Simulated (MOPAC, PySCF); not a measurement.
C₄H₃N, SMILES `CC#CC#N`, neutral singlet in the gas phase. 

Cartesian coordinates (Å):
```xyz
8

C     -1.4168    -0.3123     0.7363
C     -0.0652    -0.0144     0.3129
C      1.0599     0.2336    -0.0395
C      2.3358     0.5148    -0.4392
N      3.4156     0.7528    -0.7774
H     -1.6624     0.2310     1.6511
H     -2.1342    -0.0253    -0.0353
H     -1.5328    -1.3804     0.9311
```
Charge 0, multiplicity 1.

All levels are single points at this geometry (B3LYP-D3(BJ)/def2-TZVP); Pople sets use spherical d functions. Orbital energies aren't observables, and empty levels follow the basis.

B3LYP/3-21G in PySCF gives gap (eV) = 7.10.

**Question.** Estimate the gap (eV) from each of these levels: B3LYP-D3(BJ)/def2-TZVP in PySCF; M06-2X/def2-TZVP in PySCF; B3LYP/6-31G* in PySCF; M06-2X/6-31G* in PySCF; HF/3-21G in PySCF; HF/STO-3G in PySCF; PM3 in MOPAC; PM7 in MOPAC.

**Answer.** 
| level | gap (eV) |
|---|---|
| B3LYP-D3(BJ)/def2-TZVP in PySCF | 6.81 |
| M06-2X/def2-TZVP in PySCF | 9.43 |
| B3LYP/6-31G* in PySCF | 6.86 |
| M06-2X/6-31G* in PySCF | 9.51 |
| HF/3-21G in PySCF | 14.10 |
| HF/STO-3G in PySCF | 15.90 |
| PM3 in MOPAC | 11.17 |
| PM7 in MOPAC | 11.21 |
